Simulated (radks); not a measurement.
Species: the iron ion Fe5+. Configuration: [Ar] 3d3. All-electron calculation, scalar-relativistic Kohn-Sham, SCAN, spin-unpolarised, spherical densities, finite nucleus; meta-GGA in the generalised Kohn-Sham scheme; Fermi nuclear charge, rms radius 3.7377 fm. Program: a radial shooting solver on a logarithmic mesh with Libxc functionals.

X-ray form factor f0, the Fourier transform of the density (f0(0) = 21):

sin(theta)/lambda (1/angstrom),f0 (electrons)
0.05,20.829
0.1,20.332
0.15,19.550
0.2,18.543
0.25,17.385
0.3,16.147
0.4,13.684
0.5,11.525
0.6,9.824
0.8,7.682
1,6.555
1.25,5.610
1.5,4.750
2,3.218
